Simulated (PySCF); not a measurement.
# Bond lengths and vibrations by method: CGeH4O

All numbers below are calculated, not measured. The program is PySCF 2.14.0, an open-source quantum chemistry code, run on an isolated molecule that a program drew, which may never have been made. The molecule is CGeH4O (charge 0, singlet), drawn as the SMILES string `[CH3][GeH]=[O]`.

The geometry was optimised and harmonic frequencies were computed with HF and MP2, all in the cc-pVDZ basis, for the commonest isotopes, with a restricted reference for singlets and an unrestricted one otherwise, and a frozen core in MP2. Germanium has the cc-pVDZ-PP basis, with a core potential (ECP10MDF) in place of its 10 inner electrons, and its 3s, 3p and 3d shells are frozen in MP2. Each result is a local minimum of its method.

Geometry at the HF minimum:
```xyz
7
CGeH4O, angstrom
C     0.3278   -2.3661   -0.0997
Ge    1.5227   -1.0260    0.6349
O     1.3092    0.5746    0.5144
H    -0.5151   -1.8823   -0.5909
H    -0.0331   -3.0155    0.7013
H     0.8693   -2.9846   -0.8193
H     2.7249   -1.6408    1.3617
```

Lengths of the bonds as drawn, in Å (atoms numbered as above):
```
  bond     HF    MP2
C1-Ge2  1.940  1.953
Ge2-O3  1.619  1.669
 C1-H4  1.089  1.100
 C1-H5  1.092  1.103
 C1-H6  1.093  1.103
Ge2-H7  1.533  1.545
```

Rotational constants, in GHz:
```
constant     HF    MP2
       A  24.12  23.47
       B  6.043  5.841
       C  4.982  4.821
```

Harmonic frequencies in cm^-1, each column in rising order, so a row needn't be the same motion in every method:
| rank | HF | MP2 |
|---|---|---|
| 1 | 86 | 90 |
| 2 | 229 | 212 |
| 3 | 487 | 431 |
| 4 | 624 | 601 |
| 5 | 748 | 689 |
| 6 | 819 | 758 |
| 7 | 940 | 881 |
| 8 | 1054 | 960 |
| 9 | 1373 | 1258 |
| 10 | 1544 | 1449 |
| 11 | 1552 | 1454 |
| 12 | 2223 | ? |
| 13 | 3181 | 3089 |
| 14 | 3266 | 3194 |
| 15 | 3307 | 3225 |

**Estimate the missing MP2 frequency from the HF column.**

A single factor s that minimises the squared misfit of MP2 against s times HF over the other rows is sum(HF x MP2) / sum(HF^2) = 0.9634, with an rms misfit of 37 cm^-1. For rank 12 it gives 0.9634 x 2223 = 2142 cm^-1. The calculation gives 2139 cm^-1, 3 cm^-1 below the estimate. The drawn bonds are on average 1.2 % longer in MP2 than in HF.
